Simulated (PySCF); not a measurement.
Species: CH7AlClSi (charge -1).
Numbering: `[SiH3:1][CH2:2][AlH2-:3][Cl:4]`

Structure used (PBE0-D3(BJ)/def2-SVP), in Å, numbered top down from 1:
```
atom  x, y, z in Å
Si1   -1.545   -0.258    0.497
C2    -0.092   -0.469   -0.620
Al3    1.523    0.629   -0.074
Cl4    3.277   -0.334   -1.041
H5    -1.921    1.187    0.697
H6    -1.304   -0.825    1.868
H7    -2.835   -0.913    0.041
H8     0.205   -1.534   -0.633
H9    -0.364   -0.189   -1.654
H10    1.720    0.576    1.544
H11    1.380    2.149   -0.644
```

Computed with delta-SCF UKS SCAN, pcX-2 on the ionised atom, pcseg-1 elsewhere, spin-free X2C (PySCF). Each 1s hole has a ground state of its own, since the core basis sits on the ionised atom alone.

```tsv
ionised atom	basis functions	E(ground) (Eh)	binding energy (eV)
C2	134	-1036.84751	285.022
Al3	145	-1036.88154	1561.152
Si1	145	-1036.89935	1842.446
Cl4	145	-1037.01351	2822.783
```

Question: Fill in the total energy of each core-ionised state.

Answer: With binding energy = E(ionised) − E(ground) and 27.2114 eV a hartree:

```json
{"atom": "C2", "binding energy (Eh)": "10.4744", "E(ionised) (Eh)": "-1026.3731"}
{"atom": "Al3", "binding energy (Eh)": "57.3713", "E(ionised) (Eh)": "-979.5103"}
{"atom": "Si1", "binding energy (Eh)": "67.7086", "E(ionised) (Eh)": "-969.1907"}
{"atom": "Cl4", "binding energy (Eh)": "103.7354", "E(ionised) (Eh)": "-933.2781"}
```

Question: How much do the ground-state energies differ, and what would follow from using one of them for all holes?

Answer: They run from -1037.0135 Eh (core basis on Cl4) to -1036.8475 Eh (on C2), 0.1660 Eh or 4.52 eV apart, though the state is the same; only basis and grid differ. Pairing the ion of C2 with the ground state of Cl4 would put its binding energy 4.52 eV too high.

Only 1s holes are shown. The species carries charge -1, so core ionisation leaves a neutral species. The basis sets have no added diffuse functions. Isolated species at its PBE0-D3(BJ)/def2-SVP geometry (one conformer only). The geometry's basis has no diffuse functions, a weakness for an anion.

Time: 34 s. Hardware: x86-64 server, one thread, no GPU (shared host).
